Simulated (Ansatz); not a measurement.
`C[Si](C)(F)Br` → `CC[SiH](F)Br`  (isomerisation)

Calculated with Ansatz (gas phase, PBE0-D4/def2-TZVP geometries, no zero-point term in ΔE). CBS: MP2 limit from def2 TZ/QZ plus the TZ coupled-cluster correction, frozen cores. Functionals use def2-TZVPP. B3LYP here is the variant with VWN-RPA as its local correlation; programs differ in this. For Br outer-core shells are correlated without core-valence functions, which leaves a few kJ/mol of doubt a bond. Scalar relativity is left out up to krypton. Each species was taken in one conformer, which may not be the lowest.

```json
{"level": "PBE-D4", "ΔE (kcal/mol)": "16.0", "difference from CCSD(T)/CBS": "0.0"}
{"level": "r2SCAN-D4", "ΔE (kcal/mol)": "17.1", "difference from CCSD(T)/CBS": "1.1"}
{"level": "PBE0-D4", "ΔE (kcal/mol)": "16.2", "difference from CCSD(T)/CBS": "0.2"}
{"level": "ωB97X-V", "ΔE (kcal/mol)": "15.7", "difference from CCSD(T)/CBS": "-0.3"}
{"level": "ωB97M-V", "ΔE (kcal/mol)": "16.6", "difference from CCSD(T)/CBS": "0.6"}
{"level": "B2PLYP", "ΔE (kcal/mol)": "15.8", "difference from CCSD(T)/CBS": "-0.2"}
{"level": "PBE", "ΔE (kcal/mol)": "15.7", "difference from CCSD(T)/CBS": "-0.3"}
{"level": "r2SCAN", "ΔE (kcal/mol)": "17.0", "difference from CCSD(T)/CBS": "1.0"}
{"level": "B3LYP", "ΔE (kcal/mol)": "15.5", "difference from CCSD(T)/CBS": "-0.5"}
{"level": "SCS-MP2/def2-TZVPP", "ΔE (kcal/mol)": "15.2", "difference from CCSD(T)/CBS": "-0.8"}
{"level": "CCSD(T)/def2-TZVPP", "ΔE (kcal/mol)": "15.6", "difference from CCSD(T)/CBS": "-0.4"}
{"level": "HF/def2-QZVPP", "ΔE (kcal/mol)": "14.6", "difference from CCSD(T)/CBS": "-1.4"}
{"level": "SCS-MP2/def2-QZVPP", "ΔE (kcal/mol)": "15.4", "difference from CCSD(T)/CBS": "-0.6"}
{"level": "HF/CBS(def2)", "ΔE (kcal/mol)": "14.6", "difference from CCSD(T)/CBS": "-1.4"}
{"level": "MP2/CBS(def2)", "ΔE (kcal/mol)": "16.6", "difference from CCSD(T)/CBS": "0.6"}
{"level": "CCSD/CBS(def2)", "ΔE (kcal/mol)": "15.9", "difference from CCSD(T)/CBS": "-0.1"}
{"level": "CCSD(T)/CBS", "ΔE (kcal/mol)": "16.0", "difference from CCSD(T)/CBS": "0"}
```

Largest T1 diagnostic among the species: 0.009.

In def2-TZVPP, CCSD(T) changes the Hartree–Fock value by +1.0 kcal/mol (the triples alone add +0.1 kcal/mol) and MP2 by +1.6 kcal/mol.
